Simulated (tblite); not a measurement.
Species: C₆H₁₂FOS (charge +1).
SMILES with atom numbers: `[CH3:1][C:2](=[O:3])[C@@H:4]([CH3:5])[S@+:6]([CH3:7])[CH2:8][F:9]` (hydrogens: H10, H11, H12 on C1; H13 on C4; H14, H15, H16 on C5; H17, H18, H19 on C7; H20, H21 on C8)
Bond orders are those of one Lewis drawing.

Computed with GFN2-xTB (tblite), gas phase: L-BFGS steps from a force-field or distance-geometry start until the largest atomic force falls under 0.01 eV/Å.

Step 123: E = -831.2953 eV
```
atom  x, y, z in Å  |  force x, y, z in eV/Å
C1      2.7119    0.8488   -0.1722    0.021   0.034  -0.033
C2      1.3472    0.7150    0.3826    0.004   0.029  -0.004
O3      0.8930    1.3640    1.2972   -0.007  -0.013   0.004
C4      0.3856   -0.2837   -0.2573   -0.050  -0.028   0.017
C5      0.8203   -1.7319   -0.1295    0.007  -0.004   0.014
S6     -1.1342    0.0509    0.7755    0.005  -0.023  -0.002
C7     -2.3371   -1.0287   -0.0414    0.006   0.004   0.001
C8     -1.6916    1.6422    0.0258   -0.008   0.006   0.006
F9     -1.6314    1.5380   -1.3162    0.010   0.000   0.009
H10     2.6492    1.3872   -1.1211    0.017  -0.048   0.022
H11     3.3365    1.4277    0.5053   -0.020  -0.031  -0.010
H12     3.1632   -0.1202   -0.3704    0.010   0.038   0.006
H13     0.1571   -0.0299   -1.2957    0.032  -0.005   0.002
H14     1.0025   -1.9921    0.9117   -0.003  -0.007  -0.026
H15     1.7431   -1.8825   -0.6864   -0.016   0.001   0.000
H16     0.0805   -2.4119   -0.5448    0.010   0.027   0.007
H17    -2.3117   -0.8995   -1.1195   -0.006   0.001   0.010
H18    -2.1170   -2.0569    0.2280    0.007   0.017  -0.003
H19    -3.3206   -0.7751    0.3443    0.001  -0.002  -0.008
H20    -1.0273    2.4385    0.3689   -0.001   0.007  -0.018
H21    -2.7279    1.8170    0.3244   -0.017  -0.003   0.009
```

Step 124: E = -831.2957 eV
```
atom  x, y, z in Å  |  force x, y, z in eV/Å
C1      2.7125    0.8491   -0.1706    0.018   0.032  -0.027
C2      1.3479    0.7141    0.3850    0.008   0.034  -0.003
O3      0.8946    1.3605    1.3018   -0.006  -0.016  -0.006
C4      0.3855   -0.2825   -0.2576   -0.055  -0.012   0.018
C5      0.8184   -1.7315   -0.1357    0.005   0.004   0.012
S6     -1.1334    0.0514    0.7764   -0.001  -0.017  -0.001
C7     -2.3359   -1.0297   -0.0396    0.012   0.008   0.004
C8     -1.6907    1.6428    0.0262   -0.015   0.007   0.009
F9     -1.6349    1.5370   -1.3161    0.015   0.003   0.017
H10     2.6486    1.3664   -1.1310    0.017  -0.056   0.025
H11     3.3306    1.4465    0.4972   -0.021  -0.042  -0.014
H12     3.1711   -0.1215   -0.3460    0.008   0.054   0.005
H13     0.1562   -0.0239   -1.2945    0.036  -0.010   0.001
H14     0.9958   -1.9975    0.9044    0.005  -0.007  -0.012
H15     1.7429   -1.8784   -0.6897   -0.009  -0.007  -0.004
H16     0.0795   -2.4087   -0.5565    0.005   0.021  -0.002
H17    -2.3056   -0.9075   -1.1182   -0.008   0.003   0.009
H18    -2.1183   -2.0561    0.2379    0.010   0.007  -0.005
H19    -3.3206   -0.7731    0.3405   -0.003   0.005  -0.007
H20    -1.0272    2.4405    0.3676    0.009  -0.003  -0.026
H21    -2.7257    1.8189    0.3276   -0.028  -0.007   0.009
```

Step 125: E = -831.2962 eV
```
atom  x, y, z in Å  |  force x, y, z in eV/Å
C1      2.7137    0.8496   -0.1687    0.000   0.015  -0.007
C2      1.3486    0.7138    0.3873    0.009   0.030  -0.001
O3      0.8965    1.3571    1.3071   -0.005  -0.016  -0.018
C4      0.3847   -0.2810   -0.2572   -0.037   0.018   0.014
C5      0.8163   -1.7307   -0.1427   -0.001   0.013   0.004
S6     -1.1328    0.0521    0.7774   -0.010   0.000   0.000
C7     -2.3346   -1.0309   -0.0367    0.013   0.010   0.006
C8     -1.6907    1.6435    0.0259   -0.020   0.006   0.012
F9     -1.6403    1.5348   -1.3166    0.017   0.004   0.029
H10     2.6513    1.3441   -1.1405    0.010  -0.049   0.015
H11     3.3245    1.4642    0.4898   -0.014  -0.039  -0.011
H12     3.1794   -0.1219   -0.3200    0.010   0.054   0.004
H13     0.1558   -0.0168   -1.2929    0.034  -0.015  -0.002
H14     0.9890   -2.0047    0.8953    0.013  -0.006   0.012
H15     1.7424   -1.8736   -0.6944    0.003  -0.013  -0.012
H16     0.0786   -2.4038   -0.5704   -0.008   0.007  -0.014
H17    -2.2992   -0.9174   -1.1160   -0.007   0.005   0.006
H18    -2.1197   -2.0549    0.2506    0.011  -0.007  -0.008
H19    -3.3208   -0.7707    0.3365   -0.005   0.011  -0.004
H20    -1.0272    2.4430    0.3636    0.016  -0.016  -0.030
H21    -2.7243    1.8210    0.3316   -0.030  -0.011   0.005
```

**Question.** Estimate the geometry and energy of step 126. (The exact step hangs on the optimiser's Hessian estimate; all steps are aligned on step 125, rigid shifts and turns removed.)

**Answer.** E = -831.2968 eV, largest force 0.064 eV/Å
```
atom  x, y, z in Å  |  force x, y, z in eV/Å
C1      2.7137    0.8511   -0.1680   -0.002  -0.002   0.000
C2      1.3487    0.7140    0.3892    0.007   0.017   0.001
O3      0.8980    1.3530    1.3126   -0.003  -0.011  -0.025
C4      0.3832   -0.2800   -0.2566   -0.004   0.042   0.006
C5      0.8153   -1.7298   -0.1490   -0.008   0.016  -0.004
S6     -1.1330    0.0513    0.7786   -0.015   0.017   0.002
C7     -2.3348   -1.0318   -0.0348    0.009   0.011   0.006
C8     -1.6899    1.6440    0.0272   -0.019   0.004   0.015
F9     -1.6400    1.5358   -1.3155    0.014   0.002   0.038
H10     2.6524    1.3154   -1.1545    0.006  -0.048   0.027
H11     3.3163    1.4872    0.4780   -0.019  -0.042  -0.021
H12     3.1888   -0.1208   -0.2889    0.005   0.064   0.005
H13     0.1550   -0.0113   -1.2912    0.028  -0.019  -0.006
H14     0.9832   -2.0115    0.8871    0.019  -0.004   0.032
H15     1.7436   -1.8690   -0.6976    0.010  -0.011  -0.017
H16     0.0796   -2.3995   -0.5841   -0.019  -0.006  -0.022
H17    -2.2957   -0.9247   -1.1145   -0.004   0.007   0.003
H18    -2.1226   -2.0543    0.2594    0.011  -0.015  -0.010
H19    -3.3219   -0.7679    0.3333   -0.003   0.012  -0.002
H20    -1.0255    2.4432    0.3645    0.013  -0.023  -0.029
H21    -2.7232    1.8224    0.3338   -0.024  -0.013   0.000
```

The energy changes by -0.0005 eV. The first-order estimate −F·Δx gives -0.0007 eV and the mean of the old and new forces, exact on a quadratic surface, -0.0006 eV. The step makes an angle of 85° with the force vector and moves no atom by more than 0.033 Å.

What follows is the cost of the whole relaxation. Time: 4.4 s wall. Hardware: Intel Xeon at 2.50 GHz, one thread, on a shared host.
